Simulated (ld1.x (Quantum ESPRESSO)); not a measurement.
## titanium: one change to a TM potential, before and after

| Item | Value |
| --- | --- |
| Element | titanium (Ti) |
| Generator | ld1.x (Quantum ESPRESSO) 7.5 |
| Type | norm-conserving Troullier–Martins (Kleinman–Bylander form) |
| Functional | PBE |
| Relativity | non-relativistic |
| Frozen core | [Ar] |
| Valence charge | 4 |
| Reference configuration | 3d2 4s0.5 4p0 (charge +1.5) |
| Partial waves | 4s (bound): rc 2.00 bohr; 4p (bound, empty): rc 2.35 bohr; 3d (bound): rc 2.05 bohr |
| Local potential | all-electron potential smoothed inside 1.80 bohr (lloc = -2) |
| Core correction | none |

Change: core [Ne], valence charge 12; reference 3s2 3p6 3d2 4s1 4p0; waves now 3s (bound): rc 1.25 bohr; 3p (bound): rc 1.70 bohr; 3d (bound): rc 2.20 bohr; local potential the d channel.

Cutoffs: the cutoffs (Ry, on a coarse ladder) from which the occupation-weighted sum of valence levels, in a spherical-Bessel basis at the reference potential, stays within 10 and 1 mRy of its value at 400 Ry; they do not see the model core or the augmentation charge, which bear on the density cutoff. Errors are all-electron minus pseudo energies relative to the spin-unpolarised reference configuration.

Q: What does the change do?

A: The potential gets harder (50 Ry and 60 Ry → 80 Ry and 110 Ry); the bound ghost in s disappears. The added semicore shells are compact, so their waves need more plane waves. Several settings change at once here, so the effects cannot be laid on one of them.

| quantity | base | changed |
| --- | --- | --- |
| cutoff, loose | 50 Ry | 80 Ry |
| cutoff, tight | 60 Ry | 110 Ry |
| bound ghosts | s | none |
| largest miss of a reference level, eV | 0.00 | 0.05 |
| largest error over its own tests, meV | +494 | +369 |

Changed file: The 4s level has no wave, so the channel is fitted at the deeper level alone: the likely source of the large errors. A true bound ghost makes a file unfit for plane-wave use even where its test errors are small: the radial tests pick states by their node count and pass the ghost by.
